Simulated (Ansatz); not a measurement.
`[Cl][GeH2][SeH]`. Total charge 0; spin multiplicity 1. The geometry is a stationary point of PBE0-D4/def2-TZVP. It is one conformer, not always the lowest.

```xyz
6

Cl    1.292    1.719   -1.121
Ge    0.244   -0.034   -0.455
Se   -0.679    0.577    1.615
H    -0.836   -0.350   -1.499
H     1.275   -1.163   -0.320
H    -1.296   -0.748    1.780
```

Task: What is the dipole moment at PBE/def2-TZVPP? (Best estimate.)

Result: Ansatz gave: 2.08 D, with components (-0.76, -1.94, 0.02) D in this frame, pointing from negative to positive charge.

Task: And with r2SCAN, B3LYP, ωB97M-V? (An estimate is asked.)

Result: Ansatz gave: r2SCAN 2.22 D, B3LYP 2.17 D, ωB97M-V 2.23 D.

Task: Give the Mulliken charges with PBE, B3LYP, ωB97M-V in def2-TZVPP. (Estimate.)

Result: Ansatz gave: 
| atom | PBE | B3LYP | ωB97M-V |
| --- | --- | --- | --- |
| Cl1 | -0.28 | -0.30 | -0.27 |
| Ge2 | 0.40 | 0.41 | 0.33 |
| Se3 | -0.21 | -0.20 | -0.21 |
| H4 | 0.02 | 0.02 | 0.04 |
| H5 | 0.02 | 0.02 | 0.04 |
| H6 | 0.06 | 0.05 | 0.08 |

B3LYP here is the variant with VWN-RPA as its local correlation; programs differ in this.
